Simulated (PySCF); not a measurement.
Ligands exchanged one at a time, Al I-SH. All species are isolated molecules in the gas phase. One relaxed conformer stands for each flexible species; it need not be the lowest. Strings in code marks are SMILES.

Calculation: PySCF 2.14.0 with B3LYP-D3(BJ)/def2-TZVP. B3LYP has the VWN-RPA correlation part, as in Gaussian. 

```csv
species,HOMO (eV),HOMO–LUMO gap (eV)
0 of 3 I replaced by SH (`[I][Al]([I])[I]`),-7.47,5.26
1 of 3 I replaced by SH (`[I][Al]([SH])[I]` (H–S–Al–I torsion 180°)),-7.61,5.80
"2 of 3 I replaced by SH (`[SH][Al]([SH])[I]` (H–S–Al–I torsion 0°, I–Al–S–H torsion 0°))",-7.57,6.13
3 of 3 I replaced by SH,-7.45,6.56
```
